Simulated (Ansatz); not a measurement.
The first iterations of a band of C2H7ClOSi (12 atoms, charge 0, multiplicity 1).

All numbers below come from RKS B3LYP-D4/def2-SVP (Ansatz).

```
movable images  : 2
climbing image  : no
spring          : 5.0 eV/Å²
optimiser       : quadratic models (default)
start path      : through a guess of the saddle point
force threshold : 0.05 eV/Å
iteration limit : 60
end points      : relaxed
```

Initial state:

```xyz
12
Properties=species:S:1:pos:R:3
C -1.968 -0.105 0.501
O -0.818 0.254 -0.245
C 0.380 -0.179 0.253
Si 1.769 0.209 -1.000
Cl 0.845 0.691 1.848
H -2.843 0.255 -0.056
H -2.037 -1.202 0.621
H -1.946 0.364 1.499
H 0.348 -1.240 0.565
H 1.820 1.678 -1.218
H 1.467 -0.491 -2.283
H 3.059 -0.290 -0.451
```

Final state:

```xyz
12
Properties=species:S:1:pos:R:3
C -1.917 -0.365 0.558
O -0.755 0.215 -0.090
C 0.608 -0.418 0.403
Si 1.854 0.000 -0.935
Cl 0.945 0.573 1.907
H -2.810 0.121 0.141
H -1.884 -1.432 0.319
H -1.835 -0.213 1.643
H -0.761 1.191 0.028
H 1.972 1.465 -1.283
H 1.474 -0.718 -2.189
H 3.186 -0.475 -0.467
```

| iteration | highest image above the first end (eV) | largest band force component (eV/Å) |
| --- | --- | --- |
| 1 | 14.198 | 46.811 |
| 2 | 5.801 | 6.405 |
| 3 | 4.891 | 4.001 |
| 4 | 4.299 | 1.731 |

Problem. Does the band converge within its limit, and where does its top end?

Solution. It converged. It ended after 13 iterations with the highest image 3.557 eV above the first end. Neighbouring images differ by up to 2.5 eV, so the band resolves the path poorly. No image climbed, so the highest image needn't sit at the top of the path. So few images can step over the top or miss a turn of the path. The orbitals stay closed-shell, which can raise the energy where a bond breaks towards radicals; this wasn't checked here.

Run time: 70 s on 2 threads of Intel(R) Xeon(R) Platinum 8488C (Sapphire Rapids), with other jobs on the host, peak memory 0.28 GiB.
